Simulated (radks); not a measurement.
The mean radii <r> (bohr) of the occupied orbitals of an atom or ion are listed with their occupations. Method: scalar-relativistic Kohn-Sham, PBE, spin-polarised, spherical densities, finite nucleus; Fermi nuclear charge, rms radius of each element as measured or else 0.836 A^(1/3) + 0.57 fm; computed with a radial shooting solver on a logarithmic mesh with Libxc functionals.

| orbital | occ. | <r> |
|---|---|---|
| 1s down | 1 | 0.01867 |
| 1s up | 1 | 0.01867 |
| 2s up | 1 | 0.07896 |
| 2s down | 1 | 0.07896 |
| 2p up | 3 | 0.07057 |
| 2p down | 3 | 0.07057 |
| 3s up | 1 | 0.2048 |
| 3s down | 1 | 0.2048 |
| 3p up | 3 | 0.2049 |
| 3p down | 3 | 0.2049 |
| 3d up | 5 | 0.1856 |
| 3d down | 5 | 0.1856 |
| 4s up | 1 | 0.4588 |
| 4s down | 1 | 0.4588 |
| 4p up | 3 | 0.4877 |
| 4p down | 3 | 0.4877 |
| 4d up | 5 | 0.5231 |
| 4d down | 5 | 0.5230 |
| 5s up | 1 | 1.103 |
| 5s down | 1 | 1.097 |
| 5p up | 3 | 1.299 |
| 5p down | 3 | 1.290 |
| 4f up | 7 | 0.6417 |
| 4f down | 7 | 0.6372 |
| 6s up | 1 | 3.237 |
| 6s down | 1 | 3.419 |
| 5d up | 3 | 2.215 |

Name the element and its charge. Open shells, if any, are filled with parallel spins first.

Answer. Z = 73, tantalum, charge 0: Ta in [Xe] 4f14 5d3 6s2. The 1s radius gives Z: for a bare nucleus <r> = (2 gamma + 1)/(2Z) with gamma = sqrt(1 - (Z/c)^2), 0.01844 bohr for Z = 73, and screening makes it slightly larger (0.01867 here). The occupations add up to 73, and the charge is Z minus that.
